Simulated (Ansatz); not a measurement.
Potential energy curve for H2Be, SMILES [BeH2]. The Be1–H3 bond (Be1 also carries H; H3 carries nothing else) is pulled apart rigidly from the PBE0/def2-TZVP optimised geometry.

RKS-PBE = restricted PBE/def2-SVP in Ansatz (a program for electronic structure); UKS-PBE = unrestricted PBE/def2-SVP (Ansatz); RKS-PBE0 = Ansatz with restricted PBE0/def2-SVP; FCI = full CI/def2-SVP, frozen core (Ansatz).

Energies relative to the lowest point of each curve near equilibrium, in kcal/mol; the last columns give the error against full CI:

```csv
R / Å,RKS-PBE,UKS-PBE,RKS-PBE0,FCI,RKS-PBE − FCI,UKS-PBE − FCI,RKS-PBE0 − FCI
0.99,37.5,37.5,37.4,36.8,0.8,0.8,0.7
1.07,19.5,19.5,19.3,18.7,0.8,0.8,0.6
1.14,9.6,9.6,9.4,8.9,0.7,0.7,0.5
1.21,3.7,3.7,3.6,3.2,0.5,0.5,0.3
1.25,1.7,1.7,1.6,1.3,0.4,0.4,0.2
1.30,0.3,0.3,0.3,0.2,0.2,0.2,0.1
1.34,0.0,0.0,0.0,0.0,0.0,0.0,0.0
1.37,0.1,0.1,0.2,0.2,-0.1,-0.1,-0.1
1.44,1.4,1.4,1.6,1.8,-0.4,-0.4,-0.2
1.50,3.3,3.3,3.7,4.0,-0.7,-0.7,-0.3
1.55,5.4,5.4,5.9,6.3,-0.9,-0.9,-0.4
1.65,10.6,10.6,11.4,11.8,-1.2,-1.2,-0.4
1.78,18.4,18.4,19.7,20.0,-1.6,-1.6,-0.3
1.98,31.5,31.5,33.6,33.2,-1.7,-1.7,0.3
2.18,44.5,44.5,47.4,45.8,-1.3,-1.3,1.6
2.42,58.9,58.9,62.8,58.9,0.0,0.0,4.0
2.69,73.0,72.9,78.2,70.4,2.6,2.5,7.8
2.96,84.7,81.8,91.3,78.6,6.1,3.2,12.7
3.24,94.6,87.0,102.6,84.1,10.5,2.8,18.5
3.67,105.8,90.4,116.0,88.4,17.4,2.0,27.6
4.07,113.0,91.5,125.0,90.0,23.0,1.5,35.0
4.72,119.9,91.9,134.5,90.8,29.2,1.1,43.7
```

RKS-PBE is furthest from FCI at 4.72 (29.2 kcal/mol, above); its mean absolute error over the points is 4.5 kcal/mol.

UKS-PBE is furthest from FCI at 2.96 (3.2 kcal/mol, above); its mean absolute error over the points is 1.1 kcal/mol.

RKS-PBE0 is furthest from FCI at 4.72 (43.7 kcal/mol, above); its mean absolute error over the points is 7.1 kcal/mol.

The restricted form behind RKS-PBE, RKS-PBE0 keeps the bonding electrons paired and can't separate into open-shell fragments. The unrestricted determinant behind UKS-PBE is spin-contaminated at 2.69 to 4.72 Å (<S²> up to 1.0, against 0.00 for a pure singlet).
